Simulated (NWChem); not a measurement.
# C2H6OSi2; SMILES [SiH2]1C=CO[SiH2]1

```xyz
11

C      1.5714    -0.3605     0.0000
C      1.2555     0.9520     0.0000
Si    -0.5674     1.3468     0.0000
Si    -0.9889    -0.9589     0.0000
O      0.6825    -1.3711     0.0000
H      2.6061    -0.7258     0.0000
H      2.0738     1.6765     0.0000
H     -1.0490     2.0832    -1.2103
H     -1.0490     2.0832     1.2103
H     -1.6071    -1.5641    -1.2150
H     -1.6071    -1.5641     1.2150
```
Atoms are numbered in this order, from 1.

Computed with NWChem. Pople sets run with spherical d functions. Geometry: optimised at PBE0/def2-SVP. Level BLYP/6-31G*: single points from the atomic guess with DIIS by default; each run changes one setting, and all converged runs end within 0.3 mHa of each other. cgmin counts macro-iterations, each dearer than a DIIS step.

Task: Which setting needs the most SCF iterations, or fails (quadratically convergent solver (cgmin); occupation smearing of 0.005 Ha; defaults; core-Hamiltonian guess; no level shifting)?

Result: core-Hamiltonian guess, with 17 against 10 for the defaults.
```csv
setting,SCF iterations
defaults,10
core-Hamiltonian guess,17
no level shifting,10
occupation smearing of 0.005 Ha,10
quadratically convergent solver (cgmin),5
```
